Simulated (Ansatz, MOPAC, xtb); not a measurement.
## How methods differ on GaGeH5 (SMILES [GaH2][GeH3])

The species is GaGeH5 (7 atoms), meant as a singlet with charge 0. As SMILES, `[GaH2][GeH3]`. The coordinates come from a PBE0-D4/def2-TZVP relaxation.

Each level gives the dipole moment (D). The values are calculated.

```json
{"level": "AM1", "kind": "semi-empirical", "program": "MOPAC", "value (D)": "1.33", "CPU time": "under 2 s"}
{"level": "MNDO", "kind": "semi-empirical", "program": "MOPAC", "value (D)": "0.61", "CPU time": "under 2 s"}
{"level": "PM6", "kind": "semi-empirical", "program": "MOPAC", "value (D)": "0.11", "CPU time": "under 2 s"}
{"level": "GFN0-xTB", "kind": "semi-empirical", "program": "xtb", "value (D)": "0.69", "CPU time": "under 2 s"}
{"level": "HF/STO-3G", "kind": "Hartree–Fock", "program": "Ansatz", "value (D)": "0.16", "CPU time": "3.4 s"}
{"level": "HF/3-21G", "kind": "Hartree–Fock", "program": "Ansatz", "value (D)": "0.62", "CPU time": "2.1 s"}
{"level": "HF/def2-SVP", "kind": "Hartree–Fock", "program": "Ansatz", "value (D)": "0.45", "CPU time": "7.7 s"}
{"level": "SVWN5/6-31G** (spherical functions)", "kind": "LDA", "program": "Ansatz", "value (D)": "0.15", "CPU time": "12 s"}
{"level": "SVWN5/cc-pVTZ", "kind": "LDA", "program": "Ansatz", "value (D)": "0.25", "CPU time": "35 s"}
{"level": "B3LYP/STO-3G", "kind": "global hybrid", "program": "Ansatz", "value (D)": "0.41", "CPU time": "15 s"}
```

All-electron rows without a relativistic Hamiltonian named are non-relativistic. The values span 0.11 to 1.33 D. Magnitudes only: a small dipole may point the other way at some levels. Sets without polarisation functions give poor dipoles. Times are those of the runs behind each value, whatever else they computed, on shared processors of several kinds: orders of magnitude only.
